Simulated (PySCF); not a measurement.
## Bi: ionisation energy

Bi [Xe] 4f14 5d10 6s2 6p3 (4S) → Bi⁺ [Xe] 4f14 5d10 6s2 6p2 (3P), as a difference of total energies. All numbers are calculated (PySCF 2.14, scalar relativity through the core potential, in cc-pVDZ-PP with ECP60MDF). Correlated levels: valence: 5s2 5p6 5d10 frozen. The calculations carry no spin-orbit coupling.

```tsv
method	ionisation energy (eV)	difference from reference (eV)
UHF	8.238	+0.952
LDA	8.768	+1.482
PBE	8.571	+1.285
MP2 (valence)	8.481	+1.195
SCS-MP2 (valence)	8.394	+1.108
CCSD (valence)	8.470	+1.184
CCSD(T) (valence)	8.472	+1.186
```

Reference: 7.286 eV (measured; NIST Atomic Spectra Database, ionization energies).

Spin-orbit coupling is strong in these open shells (close to jj coupling). The scalar numbers leave it out and a first-order estimate fails, so it can dominate the gap to the real levels.

Errors of the correlated levels include the incompleteness of this basis and the frozen core.
